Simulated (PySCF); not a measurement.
# Reading the logs of faulty runs: C2H10Si2

Calculated results; nothing here was measured. They come from PySCF 2.14.0, an open-source quantum chemistry program, on an isolated molecule that a program drew, which may never have been made. The molecule is C2H10Si2 (charge 0, singlet), drawn as the SMILES string `CC([SiH3])[SiH3]`.

Each row is a Hartree-Fock (HF) and frozen-core CCSD(T) single point in the cc-pV(D+d)Z basis, meant for a local HF minimum. Run 1 is clean. Each other run has one planted mistake out of seven kinds, and not every kind appears here: one electron removed, one electron added, multiplicity raised by two, geometry at a saddle point, minimal basis STO-3G, one bond length entered in bohr, all coordinates scaled. The reference is restricted for singlets and unrestricted otherwise, and also for a bond in bohr. Adding or removing an electron swaps singlet and doublet. Electrons count all cores. HOMO and LUMO are orbital energies over both spins, the gradient is its largest component, and the lowest frequency (negative if imaginary) is given only where the gradient is small. Bond lengths are over the 13 bonds as drawn. T1 is the CCSD diagnostic: over 0.02 (restricted) or 0.045 (unrestricted) a single reference is doubtful.

Geometry of the clean run:
```xyz
14
C2H10Si2, angstrom
C    -2.2964    0.8435    0.4189
C    -1.2947    1.9063   -0.0926
Si   -0.5265    2.8880    1.3318
Si   -0.0266    1.1580   -1.2821
H    -1.7963    0.0817    1.0234
H    -2.7945    0.3295   -0.4072
H    -3.0765    1.2920    1.0395
H    -1.8439    2.6486   -0.6892
H    -1.5971    3.5009    2.1564
H     0.3498    3.9660    0.8136
H     0.2806    1.9994    2.2042
H     0.8037    0.1415   -0.5899
H     0.8671    2.2088   -1.8262
H    -0.7250    0.4966   -2.4120
```

| run | electrons | basis functions | <S^2> | HOMO (eV) | LUMO (eV) | gradient (hartree/bohr) | lowest frequency (cm^-1) | mean bond (Å) | longest bond (Å) | T1 | HF (hartree) | CCSD(T) (hartree) | mistake |
|---|---|---|---|---|---|---|---|---|---|---|---|---|---|
| 1 | 50 | 124 | 0.000 | -11.24 | 3.88 | 2.0e-05 | 94 | 1.4318 | 1.893 | 0.0098 | -659.43032 | -660.02475 | no fault |
| 2 | 51 | 124 | 0.759 | 3.33 | 8.47 | 1.2e-02 | - | 1.4318 | 1.893 | 0.0214 | -659.29711 | -659.92319 | one electron added |
| 3 | 49 | 124 | 0.765 | -17.63 | -8.12 | 9.3e-02 | - | 1.4318 | 1.893 | 0.0189 | -659.07511 | -659.64564 | one electron removed |
| 4 | 50 | 124 | 0.000 | -11.47 | 4.14 | 4.8e-02 | - | 1.3344 | 1.764 | 0.0094 | -659.36513 | -659.95177 | ? |
| 5 | 50 | 124 | 0.802 | -8.98 | 1.83 | 7.4e-03 | - | 1.5334 | 2.804 | 0.0441 | -659.31670 | -659.90275 | ? |

**Which mistake was planted in run 4, and what did it cost?**

The mean and the longest bond both change by the same factor, 0.932, and the gradient is no longer small. So the mistake is: all coordinates scaled. Subtracting run 1 and multiplying by 627.51 kcal/mol a hartree, the energy moved by 40.9 kcal/mol in HF and 45.8 kcal/mol in CCSD(T).

**Which mistake was planted in run 5, and what did it cost?**

The mean bond changes by a factor of 1.071 and the longest by 1.481, so the molecule wasn't scaled as a whole. A length L in bohr read as angstrom grows by (1/0.5292 - 1) L = 0.890 L. The 13 bonds together grew by 13 x 0.1016 = 1.321 Å, which gives L = 1.485 Å. That is the length of one of the H-Si bonds, 1.484 Å in the clean geometry. So the mistake is: one bond length entered in bohr. Subtracting run 1 and multiplying by 627.51 kcal/mol a hartree, the energy moved by 71.3 kcal/mol in HF and 76.6 kcal/mol in CCSD(T).

Cautions from the logs. Run 2: the HOMO is above zero, so the electron isn't bound and the energy depends on the basis.
